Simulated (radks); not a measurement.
The bismuth anion Bi3-, [Rn], held by a Watson sphere: a shell of charge +3 at radius R that stands for the Madelung well of a crystal (potential energy -3/R inside, -3/r outside, in hartree with lengths in bohr). Calculated with a radial shooting solver on a logarithmic mesh with Libxc functionals: scalar-relativistic Kohn-Sham, LB94 model potential, spin-polarised, spherical densities, finite nucleus; Fermi nuclear charge, rms radius of each element as measured or else 0.836 A^(1/3) + 0.57 fm. Response by self-consistent Sternheimer equations with the Hartree and adiabatic LDA kernel, the relativistic mass of each level held fixed and spin-orbit coupling left out. The sphere does not respond.

| R (bohr) | e(5d) (eV) | e(6s) (eV) | e(6p) (eV) | <r> 6p (bohr) | sum of <r^2> (bohr^2) | X-ray form factor at sin(theta)/lambda = 0.2 1/angstrom | alpha (bohr^3) |
|---|---|---|---|---|---|---|---|
| 3.11 | -31.523 | -19.213 | -9.603 | 3.048 | 107.1 | 70.127 | 72.70 |
| 4.49 | -29.097 | -16.201 | -6.919 | 3.528 | 131.1 | 70.166 | 164.5 |
| 5.14 | -28.335 | -15.316 | -5.952 | 3.720 | 142.6 | 70.209 | 234.4 |
| 5.81 | -27.682 | -14.595 | -5.127 | 3.899 | 154.7 | 70.236 | 332.1 |
| 6.45 | -27.153 | -14.032 | -4.472 | 4.058 | 166.7 | 70.248 | 459.6 |

Estimate the row for R = 3.61 bohr.

Answer. e(5d) (eV) -30.448; e(6s) (eV) -17.876; e(6p) (eV) -8.535; <r> 6p (bohr) 3.233; sum of <r^2> (bohr^2) 115.7; X-ray form factor at sin(theta)/lambda = 0.2 1/angstrom 70.111; alpha (bohr^3) 98.59.
